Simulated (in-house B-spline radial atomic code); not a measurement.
Values are calculated unless marked as measured or tabulated.
## Weak and strong correlation along the adiabatic connection

Two-electron singlets in several external potentials (atomic units), by full CI in B-splines with partial waves to l = 8 (correlation energies up to 0.6 % small). The repulsion is scaled by λ at fixed density; W(λ) is the mean repulsion less the Hartree energy, W(0) = E_x, and the area under W from 0 to 1 is E_xc.

One system gave this curve:

```
   λ  W (hartree)
   0     -0.15889
0.02     -0.16071
0.05     -0.16326
0.12     -0.16842
0.25     -0.17586
 0.4     -0.18211
 0.6     -0.18807
 0.8     -0.19238
   1     -0.19565
 1.4     -0.20031
   2     -0.20478
   3     -0.20918
 4.5     -0.21288
```

Task: Which system is it?
A. −Z exp(−kr)/r, Z = 3.04, k = 0.148
B. ω²r²/2 − Z/r, ω = 0.225, Z = 2
C. −Z exp(−kr)/r, Z = 6.4, k = 1.38
D. ω²r²/2 − Z/r, ω = 0.0396, Z = 0.3

Result: D. The exchange energy sets the size: ω²r²/2 − Z/r, ω = 0.0396, Z = 0.3: E_x = -0.159, E_c = -0.024; −Z exp(−kr)/r, Z = 6.4, k = 1.38: E_x = -3.63, E_c = -0.0453; −Z exp(−kr)/r, Z = 3.04, k = 0.148: E_x = -1.67, E_c = -0.0434; ω²r²/2 − Z/r, ω = 0.225, Z = 2: E_x = -1.05, E_c = -0.0417 hartree.
